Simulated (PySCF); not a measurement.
Some computed properties have been withheld. Give your best values.

Species: C3H3F2NO.
Z-matrix (Å and degrees, GFN2-xTB geometry), rows numbered from 1:
```
F 
C   1  1.3363
F   2  1.3584  1  106.24
O   2  1.3575  1  108.36  3  -119.61
C   4  1.4023  2  114.65  1  -164.94
C   5  1.4472  4  118.09  2   125.21
N   6  1.2547  5   66.20  4  -104.20
H   2  1.1061  1  109.29  3   115.57
H   5  1.0836  4  114.30  2   -78.66
H   6  1.0619  5  148.36  7   176.81
```

```tsv
property	level	value
point group of the GFN2-xTB geometry	GFN2-xTB	C1
rotational constants A, B, C of the GFN2-xTB geometry	GFN2-xTB	?
dipole moment	PBE0/def2-SVPD	3.27 D
HOMO energy	PBE0/def2-SVPD	-8.49 eV
LUMO energy	PBE0/def2-SVPD	-1.44 eV
lowest singlet excitation	TDDFT PBE0/def2-SVPD	5.00 eV (248 nm, f = 0.001)
strongest line among the 6 lowest singlet transitions	TDDFT PBE0/def2-SVPD	S3 at 7.82 eV (158 nm, f = 0.041)
lowest triplet excitation (Tamm–Dancoff)	TDA PBE0/def2-SVPD	?
static isotropic polarisability	PBE0/def2-SVPD	45.4 au
electronic spatial extent ⟨r²⟩ about the centre of nuclear charge	PBE0/def2-SVPD	?
13C chemical shifts (computed TMS as zero) by class	GIAO PBE0/pcSseg-1	?
1H chemical shifts (computed TMS as zero) by class	GIAO PBE0/pcSseg-1	10.89 (H10), 6.71 (H8), 4.21 (H9) ppm
isotropic shieldings of nuclei other than C and H, by class	GIAO PBE0/pcSseg-1	-103 (N7), 191 (O4), 272 (F3), 278 (F1) ppm
```

Electronic properties: PySCF, gas phase, density fitting.

Question: Give the lowest triplet excitation (Tamm–Dancoff).

Answer: 4.22 eV.

Question: The 13C chemical shifts (computed TMS as zero) by class?

Answer: 181.8 (C6), 123.3 (C2), 54.4 (C5) ppm.

Question: Give the rotational constants A, B, C of the GFN2-xTB geometry.

Answer: 6.863, 1.647, 1.507 GHz.

Question: Give the electronic spatial extent ⟨r²⟩ about the centre of nuclear charge.

Answer: 741 bohr².

A dipole of 3.27 D is allowed in C1, and pure rotational transitions are dipole-allowed. The principal polarisabilities are 39.5, 41.0 and 55.6 au; their mean is the isotropic value. The polarisability is 6.72 Å³ as a volume (1 au = 0.148185 Å³), or 0.84 au for each of the 54 electrons. The vertical singlet–triplet gap S1 − T1 is 0.78 eV (TDDFT singlet less Tamm–Dancoff triplet; S1: HOMO→LUMO, weight 0.99; T1: HOMO→LUMO, weight 0.96). The largest Löwdin shares of the HOMO are 0.38 on N7, 0.24 on C5, 0.18 on C6 and 0.11 on O4. The dipole matches unit charges of opposite sign 0.68 Å apart (1 e·Å = 4.8032 D).

One conformer stands for the species.
